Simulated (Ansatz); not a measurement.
The cluster TeAu₂⁺: single points at one geometry.

```yaml
crystal:
  periodic: [false, false, false]
  atoms:
    - {symbol: Au, position_ang: [-1.783954, -0.395488, 0.108821]}
    - {symbol: Au, position_ang: [1.272058, 1.071275, 0.764850]}
    - {symbol: Te, position_ang: [0.511896, -0.675786, -0.873661]}
basis:
  gaussian: {orbitals: def2-TZVP, initial_orbitals: start.molden}
total_charge: 1
magnetization: {spin_polarized: true, initial_magnetization: 1}
hamiltonian: {xc: pbe, dispersion: d4}
scf: {omitted_lower_state_checks: [starts]}
output: {orbitals: {seedname: orbitals}}
```

The file start.molden holds the orbitals of an earlier run on this structure, at another level or in another basis.

```sh
$ ansatz run in.yaml --threads 4 --pin off --events-out ev --progress --plain --max-ram 3916MiB
```

Output, abridged:

```
Functional definition: PBE
1102 factors; their error is unknown
mean field evaluation 1: about -14676.8533 eV, gradient 5.8e0 eV
mean field evaluation 2: about -14677.0183 eV, gradient 2.8e-1 eV
mean field evaluation 4: about -14676.8927 eV, gradient 3.7e-1 eV
mean field evaluation 8: about -14676.8928 eV, gradient 2.4e-5 eV
mean field -14676.89279793 eV, -539.3658619685 hartree, gradient 2.4e-5 eV, S^2 0.753794; 0 other end points of the search recorded, 0 dependent functions left out
reference -14676.89284258 eV, -539.3658636094 hartree; 31, 30 occupied and 99, 100 virtual orbitals, 1102 factors
Total energy: -14677.02872500 eV, -539.3708571962 hartree
Checks for a lower state left out: starts
```

Run time 3.8 s (4 threads of Arm Neoverse N1 on a shared host).

The first input with `hamiltonian: {xc: pbe0, dispersion: d4}` (abridged; 5.5 s):

```
Functional definition: PBE0
mean field -14674.75463653 eV, -539.2872859865 hartree, gradient 1.9e-5 eV, S^2 0.756319
Total energy: -14674.87044724 eV, -539.2915419516 hartree
Checks for a lower state left out: starts
```

The first input with `hamiltonian: {xc: r2scan, dispersion: d4}` (abridged; 9.5 s):

```
Functional definition: r2SCAN
mean field -14680.72369338 eV, -539.5066447797 hartree, gradient 4.7e-5 eV, S^2 0.757360
Total energy: -14680.74682960 eV, -539.5074950203 hartree
Checks for a lower state left out: starts
```

Geometry: PBE0-D4/def2-TZVP, that of the neutral singlet.

In the def2 sets Au, Te take a core potential; there is no spin–orbit coupling. The structure comes from a short search, and lower isomers may exist.
